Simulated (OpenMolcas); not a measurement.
## Pt2+: CASPT2 settings compared

* Program: OpenMolcas 26.06
* Basis: ANO-RCC-VQZP [9s8p6d4f2g1h]
* Scalar Hamiltonian: X2C, point nucleus
* Active space: 8 electrons in 5 orbitals (5d)
* State averaging: 2S+1 = 3 even, 10 roots; 2S+1 = 1 even, 15 roots kept (CI in the orbitals of an earlier block)
* Spin-orbit coupling: RASSI with atomic mean-field integrals over the reference wave functions, term energies averaged over their components

Methods on the same reference wave functions:
A. CASSCF
B. SS-CASPT2, IPEA 0.2 Eh, sigma2 regulariser 0.3 Eh (closed shells correlated: none)
C. SS-CASPT2, IPEA 0 Eh, sigma2 regulariser 0.05 Eh (closed shells correlated: 5s 5p)
D. XMS-CASPT2, IPEA 0.3 Eh, imaginary shift 0.4 Eh (closed shells correlated: none)

Energies in cm-1 above 5d8 3F4, the measured ground level; measured values from NIST levels as listed in McCann et al., Mon. Not. R. Astron. Soc. 538, 537 (2025).

```tsv
Level	A	B	C	D	Measured
5d8 3F4	0.0	0.0	0.0	0.0	0.0
5d8 3F3	9972	10070	10100	10070	9752
5d8 3P2 [51 %]	17657	15730	15380	15750	
5d8 3P0	21075	16720	16250	16780	14939
5d8 3P1	22937	19250	18560	19260	16782
5d8 1G4	25918	23380	22680	23380	21331
5d8 1S0	55441	47590	48100	47800
```

Deviations, from unrounded energies. A percentage is the sum of absolute deviations over the sum of measured energies, with the sign that they share, or ± where signs differ.

| Against measurement | Levels | A | B | C | D |
| --- | --- | --- | --- | --- | --- |
| mean absolute deviation (cm-1) | 4 | 4300 | 1700 | 1200 | 1700 |
| fine structure of the ground term (%) | 1 | +2.3 | +3.3 | +3.6 | +3.3 |
| other terms of the ground configuration (%) | 3 | +31.8 | +11.9 | +8.4 | +12.0 |

C lies closest to measurement on these levels and A furthest from it. The largest miss of C in the table is 5d8 3P1, by +1800 cm-1. The ranking rests on the paired levels alone, and a cruder setting can come out closer through cancelling errors.

Among B to D the level of the table that moves most is 5d8 1G4, by 710 cm-1 (lowest in C, highest in D). Moves below CASPT2's spread within the term are not significant.

The mean deviations of B to D differ by less than CASPT2's widest spread within a term (1000 cm-1), so their order carries little weight.

From A to B the spin-free energies of the other terms of 5d8 shown, above 3F, scale by factors of 0.71 to 0.84, as is usual when dynamic correlation screens the repulsion within a d or f shell.

The lowest spin-free term lies below A's lowest term by 0.212 hartree in B, 0.511 hartree in C, 0.214 hartree in D.

CASPT2 breaks the degeneracy within a term, and the mean is taken; among the terms shown or strongly mixed into the levels shown the widest spread is 1000 cm-1 (5d8 1G, C). Configurations with an s electron lie low in 5d ions of this charge, fall among these levels and mix in, so low-spin terms can stand far too high, up to twice their true height, and weights are not those of the real levels. Terms from blocks run as CI alone lack orbitals of their own. Without dynamic correlation excited terms often stand tens of per cent too high (terms of higher spin than the ground term too low), and those without a measured partner can miss by more than the paired ones (holds for A). Computed and measured levels are paired by configuration, term and J; levels that our copy of the source lacks, or whose pairing is in doubt (as where it misses far off the trend of its configuration), stay unpaired and out of the deviations. Levels of configurations outside the active space are missing. Levels that lie high or do not pair safely by name in every column are left out.

A share in square brackets marks a mixed level and gives the weight of the term that names it, the lowest over the columns.
